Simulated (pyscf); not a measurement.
## H₃C–OH₂⁺, singlet

Gas-phase minimum from PySCF at ωB97X-D3(BJ)/def2-SVP, one conformer. 

```
C
H 1 1.0958
H 1 1.0958 2 111.29
H 1 1.0972 2 113.02 3 -128.43
O 1 1.4994 2 105.09 3 113.24
H 5 0.9789 1 115.69 2 55.64
H 5 0.9789 6 110.32 1 -133.72
```
Charge +1, spin multiplicity 1.

Properties at ωB97X-D3(BJ)/def2-SVP:

* **Harmonic wavenumbers, unscaled**: 253, 651, 868, 934, 1167, 1278, 1454, 1465, 1468, 1659, 3116, 3264, 3272, 3682, 3761 cm⁻¹
* **Zero-point energy**: 40.4 kcal/mol
* **Rotational symmetry number**: 1
* **Entropy of this conformer at 298 K and 1 atm, rigid rotor and harmonic oscillator, modes under 100 cm⁻¹ raised to 100**: 244.4 J/(mol K)
* **Dipole moment**: depends on origin

Single-point totals, which compare only within one level (frozen core for MP2 and CC):

| level | total energy (hartree) |
|---|---|
| ωB97X-D3(BJ)/def2-TZVP | -116.10752 |
| PBE/def2-TZVP | -115.92545 |
| r²SCAN/def2-TZVP | -116.00103 |
| B3LYP-D3(BJ)/def2-TZVP | -116.07744 |
| PBE0-D3(BJ)/def2-TZVP | -115.93774 |
| M06-2X/def2-TZVP | -116.01153 |
| ωB97M-D3(BJ)/def2-TZVP | -116.08832 |
| HF/def2-TZVPP | -115.40100 |
| MP2/def2-TZVPP | -115.81966 |
| CCSD/def2-TZVPP | -115.84223 |
| CCSD(T)/def2-TZVPP | -115.85568 |

The CCSD(T) − MP2 part came from Ansatz, without density fitting, on the same reference.
